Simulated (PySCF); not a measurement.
SiH2Br2, SMILES [SiH2](Br)Br. Atoms are numbered in the order given.

```xyz
5

Si     0.0000     0.0000     1.0028
Br     1.8310     0.0000    -0.2528
Br    -1.8310     0.0000    -0.2528
H      0.0000    -1.2322     1.8293
H      0.0000     1.2322     1.8293
```

The structure is a stationary point at r2SCAN-D4/def2-SVP.

Level of theory: PBE/pcSseg-1 in PySCF.

GIAO shieldings, no solvent; atoms alike by connectivity are averaged. δ = σ(ref) − σ: ²⁹Si against TMS (σ = 335.4 ppm); ¹H against TMS (σ = 31.49 ppm), references at their B3LYP-D3(BJ)/def2-TZVP geometries, non-relativistic (without spin–orbit terms, shifts of atoms bonded to Cl or Br come out too high).

Computed chemical shifts:
```csv
nucleus,atoms,count,δ (ppm)
²⁹Si,Si1,1,18.8
¹H,"H4, H5",2,6.70
```
